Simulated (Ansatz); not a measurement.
`BrCCCCBr` + SiH₄ → `[SiH3]CCBr` + `CCBr`  (formal exchange of groups at a C–C bond)

Gas-phase electronic energies from Ansatz, PBE0-D4/def2-TZVP geometries. CCSD(T)/CBS is the MP2 limit (def2-TZVPP, def2-QZVPP) plus CCSD(T) − MP2 in def2-TZVPP, frozen cores. This one scheme is used for every species. DFT in def2-TZVPP. HSE06 is defined as in plane-wave codes. For Br outer-core shells are correlated without core-valence functions, which leaves a few kJ/mol of doubt a bond. Scalar relativity is left out up to krypton. Each species was taken in one conformer, which may not be the lowest.

`BrCCCCBr`:

Cartesian coordinates in Å:
```
Br -2.658 1.078 1.019
C -1.871 -0.497 0.172
C -0.375 -0.561 0.347
C 0.375 0.561 -0.347
C 1.871 0.497 -0.172
Br 2.659 -1.078 -1.016
H -2.161 -0.436 -0.876
H -2.370 -1.345 0.634
H -0.044 -1.523 -0.062
H -0.130 -0.573 1.413
H 0.131 0.572 -1.414
H 0.044 1.523 0.061
H 2.160 0.438 0.877
H 2.370 1.345 -0.635
```

SiH₄:

Cartesian coordinates in Å:
```
Si 0.000 0.000 0.000
H 1.453 -0.297 -0.067
H -0.692 -0.653 -1.140
H -0.209 1.468 -0.070
H -0.552 -0.519 1.277
```

`[SiH3]CCBr`:

```xyz
11

Si   -0.041   -1.243   -0.916
C    -0.616    0.211    0.139
C     0.537    0.975    0.732
Br   -0.055    2.487    1.827
H     0.758   -2.190   -0.092
H    -1.221   -1.956   -1.471
H     0.809   -0.760   -2.037
H    -1.229    0.868   -0.485
H    -1.267   -0.172    0.930
H     1.142    0.365    1.401
H     1.181    1.415   -0.028
```

`CCBr`:

```xyz
8

C    -0.196    0.430   -0.656
C     0.328   -0.258    0.576
Br   -0.863   -1.687    1.161
H     0.497    1.223   -0.953
H    -1.172    0.881   -0.472
H    -0.293   -0.269   -1.489
H     0.408    0.416    1.426
H     1.291   -0.737    0.407
```

(1) Is it downhill or uphill in electronic energy at CCSD(T)/CBS, and by how much? (Estimate.)

(2) What do these levels give: LDA (SPW92), revPBE-D4, r2SCAN0-D4, HSE06-D4, PBE-QIDH, PBE0, CAM-B3LYP, RPA@PBE/def2-TZVPP, CCSD/def2-SVP, HF/def2-TZVPP, CCSD/def2-TZVPP, CCSD(T)/def2-TZVPP? (An estimate is asked.)

Largest T1 diagnostic among the species: 0.011.

## Answers

(1) Ansatz gave: Downhill: ΔE = -25.6 kJ/mol.

(2) Ansatz gave: LDA (SPW92) -23.0, revPBE-D4 -28.9, r2SCAN0-D4 -30.3, HSE06-D4 -30.0, PBE-QIDH -28.4, PBE0 -32.8, CAM-B3LYP -30.7, RPA@PBE/def2-TZVPP -20.6, CCSD/def2-SVP -14.2, HF/def2-TZVPP -30.4, CCSD/def2-TZVPP -24.8, CCSD(T)/def2-TZVPP -23.8 kJ/mol.

In def2-TZVPP, CCSD(T) changes the Hartree–Fock value by +6.5 kJ/mol (the triples alone add +0.9 kJ/mol) and MP2 by +5.8 kJ/mol. Leaving LDA and LC-ωPBE aside and taking each functional with its dispersion term where it has one, the values, not all of them listed here, spread over 5.6 kJ/mol, from r2SCAN-D4 to ωB97X-V. LDA lies +11.3 kJ/mol from PBE without D4. From BLYP to BHLYP (50 % exact exchange), in def2-TZVPP and without D4, ΔE moves by +5.6 kJ/mol.
